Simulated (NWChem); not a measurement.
Everything below was run with NWChem. System: N-methylmethanimine (C2H5N), charge 0, spin multiplicity 1, at a geometry optimised with B3LYP/def2-SVP. Level: EOM-CCSD/6-31+G* (spherical d), 3 core orbitals frozen.

NWChem printed:

```
             Northwest Computational Chemistry Package (NWChem) 7.3.0
             --------------------------------------------------------

                                NWChem Input Module
                                -------------------

 Scaling coordinates for geometry "geometry" by  1.889725989
 (inverse scale =  0.529177249)

 Turning off AUTOSYM since
 SYMMETRY directive was detected!

                             Geometry "geometry" -> ""
                             -------------------------

 Output coordinates in angstroms (scale by  1.889725989 to convert to a.u.)

  No.       Tag          Charge          X              Y              Z
 ---- ---------------- ---------- -------------- -------------- --------------
    1 C                    6.0000    -1.10182900     0.34522800     0.00000000
    2 N                    7.0000     0.03540500    -0.54481100     0.00000000
    3 C                    6.0000     1.19759200    -0.04733400     0.00000000
    4 H                    1.0000    -1.72936800     0.13391300    -0.88239000
    5 H                    1.0000    -1.72936800     0.13391300     0.88239000
    6 H                    1.0000    -0.83814200     1.42368300     0.00000000
    7 H                    1.0000     1.39871500     1.04547700     0.00000000
    8 H                    1.0000     2.07574800    -0.71067300     0.00000000

 Effective nuclear repulsion energy (a.u.)      71.9808712168

            Nuclear Dipole moment (a.u.)
            ----------------------------
        X                 Y               Z
 ---------------- ---------------- ----------------
    -0.0000037795     0.0000000000     0.0000000000

      Symmetry information
      --------------------

 Group name             Cs
 Group number              2
 Group order               2
 No. of unique centers     7

      Symmetry unique atoms

     1    2    3    4    6    7    8


 Summary of "ao basis" -> "" (spherical)
 ------------------------------------------------------------------------------
       Tag                 Description            Shells   Functions and Types
 ---------------- ------------------------------  ------  ---------------------
 *                          6-31+g*                   on all atoms

 Summary of "ao basis" -> "ao basis" (spherical)
 ------------------------------------------------------------------------------
       Tag                 Description            Shells   Functions and Types
[...]
   0.1271562913749   0.2254531614801    6.13490
   0.0458807798273   0.3190278714616    8.68119     0.8     0.8

 Iteration   4 using    8 trial vectors
   0.0988542846579   0.1993803642616    5.42542
   0.0323917528876   0.3164285230677    8.61046     0.7     0.7

 Iteration   5 using   10 trial vectors
   0.0431487971231   0.1936284254032    5.26890
   0.0295870584506   0.3147651458786    8.56520     0.7     0.7

 Iteration   6 using   12 trial vectors
   0.0211308396734   0.1915881216714    5.21338
   0.0685586659331   0.3091041018106    8.41115     0.7     0.7

 Iteration   7 using   14 trial vectors
   0.0082868053366   0.1914115270350    5.20857
   0.0392908074663   0.3024595949533    8.23035     0.8     0.8

 Iteration   8 using   16 trial vectors
   0.0036068620766   0.1914592741481    5.20987
   0.0259009549796   0.3010517467417    8.19204     0.8     0.8

 Iteration   9 using   18 trial vectors
   0.0014277369422   0.1914658727651    5.21005
   0.0164609835068   0.3006177791179    8.18023     0.8     0.8

 Iteration  10 using   20 trial vectors
   0.0005242649510   0.1914658775108    5.21005
   0.0125982458221   0.3002595198331    8.17048     0.8     0.8

 Iteration  11 using   22 trial vectors
   0.0001993995278   0.1914674188525    5.21010
   0.0089210695351   0.3001053738547    8.16629     0.8     0.8

 Iteration  12 using   24 trial vectors
   0.0000786786941   0.1914668670822    5.21008
   0.0051922555693   0.3000496878766    8.16477     0.8     0.8

 Iteration  13 using   26 trial vectors
   0.0000304378656   0.1914670193528    5.21008
   0.0029800114711   0.3000582584818    8.16500     0.7     0.7

 Iteration  14 using   28 trial vectors
   0.0000113636675   0.1914670145872    5.21008
   0.0016309038432   0.3000592135386    8.16503     0.8     0.8

 Iteration  15 using   30 trial vectors
   0.0000050204974   0.1914669521688    5.21008
   0.0010688723971   0.3000504185325    8.16479     0.8     0.8

 Iteration  16 using   31 trial vectors
   0.0000038783275   0.1914669486921    5.21008
   0.0005637937627   0.3000481953398    8.16473     0.5     0.5

 Iteration  17 using   32 trial vectors
   0.0000038335307   0.1914669492971    5.21008
   0.0003298293886   0.3000483050746    8.16473     0.5     0.5

 Iteration  18 using   33 trial vectors
   0.0000037766006   0.1914669547837    5.21008
   0.0002516785756   0.3000495089961    8.16477     0.5     0.5

 Iteration  19 using   34 trial vectors
   0.0000036657705   0.1914669630945    5.21008
   0.0001730804084   0.3000514162974    8.16482     0.5     0.5

 Iteration  20 using   35 trial vectors
   0.0000036498562   0.1914669593442    5.21008
   0.0001359852516   0.3000509195310    8.16480     0.5     0.5

 Iteration  21 using   36 trial vectors
   0.0000035256324   0.1914669545682    5.21008
   0.0000896137811   0.3000504158991    8.16479     0.5     0.5

 Iteration  22 using   37 trial vectors
   0.0000034854661   0.1914669502571    5.21008
   0.0000508901793   0.3000501153131    8.16478     0.5     0.5

 Iteration  23 using   38 trial vectors
   0.0000034558026   0.1914669458824    5.21008
   0.0000301647745   0.3000499649539    8.16478     0.5     0.5

 Iteration  24 using   39 trial vectors
   0.0000034569180   0.1914669442203    5.21008
   0.0000173074712   0.3000500221762    8.16478     0.5     0.5

 Iteration  25 using   40 trial vectors
   0.0000034475464   0.1914669421683    5.21008
   0.0000098449262   0.3000499919297    8.16478     0.5     0.5
 --------------------------------------------------------------
 Iterations converged
 ------------------

 Excited state root  1
 Excitation energy / hartree =        0.191466942168258
                   / eV      =        5.210082803396259
 largest EOMCCSD amplitudes: R1 and R2

 Singles contributions
    14a"  (alpha) ---    12a'  (alpha)        0.6415642083
    19a"  (alpha) ---    12a'  (alpha)       -0.2974981375
    21a"  (alpha) ---    12a'  (alpha)        0.5574523212
    23a"  (alpha) ---    12a'  (alpha)        0.1446880861

 Doubles contributions
 ------------------

 Excited state root  2
 Excitation energy / hartree =        0.300049991929730
                   / eV      =        8.164779180201679
 largest EOMCCSD amplitudes: R1 and R2

 Singles contributions
    14a"  (alpha) ---    12a'  (alpha)       -0.6198702895
    19a"  (alpha) ---    12a'  (alpha)       -0.4230958292
    21a"  (alpha) ---    12a'  (alpha)        0.5008944024

 Doubles contributions

 Task  times  cpu:       40.9s     wall:       40.9s

 Total times  cpu:       41.0s     wall:       41.0s
```

Task: Write an NWChem input that would produce this output.

Result: This is not unique; one that fits is 
```
start mol
memory heap 100 mb stack 700 mb global 1900 mb
geometry units angstroms nocenter noautoz
  C     -1.101829     0.345228     0.000000
  N      0.035405    -0.544811     0.000000
  C      1.197592    -0.047334     0.000000
  H     -1.729368     0.133913    -0.882390
  H     -1.729368     0.133913     0.882390
  H     -0.838142     1.423683     0.000000
  H      1.398715     1.045477     0.000000
  H      2.075748    -0.710673     0.000000
  symmetry group Cs
end
basis spherical
  * library 6-31+g*
end
scf
  rhf
  nopen 0
  maxiter 100
  thresh 1e-7
  semidirect memsize 60000000 filesize 0
end
tce
  freeze core 3
  ccsd
  nroots 2
  2eorb
  2emet 13
  thresh 1e-5
  maxiter 200
  tilesize 24
end
task tce energy
```
